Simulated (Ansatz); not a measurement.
CH6BPSi (`C[SiH]1BP1`), relaxed with RKS PBE0-D4/def2-TZVP in the Gaussian-basis code of Ansatz from a PBE-D4/def2-SVP geometry. The force threshold is 0.005 eV/Å; the program also tests the step.

The species carries charge 0 and has multiplicity 1.

Start:

```xyz
10

C    -0.418    0.879    1.366
Si    0.151    0.620   -0.415
B    -0.438   -0.862   -1.532
P     1.384   -1.168   -1.286
H     0.448    1.066    2.033
H    -1.091    1.761    1.420
H    -0.972   -0.006    1.736
H     1.012    1.751   -0.898
H    -1.411   -1.555   -1.719
H     1.335   -2.486   -0.703
```

```
        step  energy (eV)  largest force (eV/Å)  largest move (Å)
           1  -18968.4568                 0.542             0.000
           2  -18968.4938                 0.187             0.029
           3  -18968.5000                 0.036             0.027
4 (rejected)  -18968.4992                 0.099             0.028
           5  -18968.5008                 0.015             0.014
6 (rejected)  -18968.5003                 0.084             0.048
           7  -18968.5012                 0.036             0.023
           8  -18968.5013                 0.027             0.013
           9  -18968.5014                 0.013             0.004
          10  -18968.5014                 0.004             0.004
```

End:

```xyz
10

C    -0.403    0.860    1.349
Si    0.181    0.604   -0.406
B    -0.456   -0.851   -1.521
P     1.346   -1.164   -1.253
H     0.443    1.045    2.015
H    -1.069    1.725    1.396
H    -0.947   -0.015    1.708
H     0.974    1.752   -0.910
H    -1.419   -1.510   -1.737
H     1.350   -2.446   -0.642
```

Hardware: 2 threads of an Arm Neoverse V1 on a shared host. Wall time 49 s, peak host memory 0.4 GiB.
